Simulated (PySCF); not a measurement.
# Working out the ionisation energy of Cr⁺

Cr⁺ [Ar] 3d5 (6S) → Cr²⁺ [Ar] 3d4 (5D). Computed with PySCF 2.14 in cc-pVDZ-DK (6s5p3d1f, 43 functions), with the spin-free X2C one-electron Hamiltonian (Gaussian nucleus). Frozen: [Ar]. Energies in hartree (1 hartree = 27.21139 eV):

```csv
part,Cr⁺ (lower),Cr²⁺ (upper)
UHF,-1049.432612,-1048.878981
MP2 opposite-spin,0.000000,0.000000
MP2 same-spin,-0.065457,-0.031371
```

Q: What does Hartree-Fock give?

A: (-1048.878981) − (-1049.432612) = 0.553631 hartree = 15.065 eV.

Q: What do MP2 and SCS-MP2 (6/5 opposite-spin, 1/3 same-spin) give?

A: The opposite-spin parts differ by 0.000 eV and the same-spin parts by 0.928 eV. MP2: 15.065 + (0.000) + (0.928) = 15.993 eV. SCS-MP2: 15.065 + 1.2 × (0.000) + (0.928)/3 = 15.374 eV.

Reference: 16.486 eV (measured; NIST Atomic Spectra Database, ionization energies), between the lowest levels; spin-orbit coupling is absent from the calculation.

A double-zeta basis recovers only part of the correlation energy.

What remains against the reference includes basis incompleteness, the frozen core and correlation beyond second order.
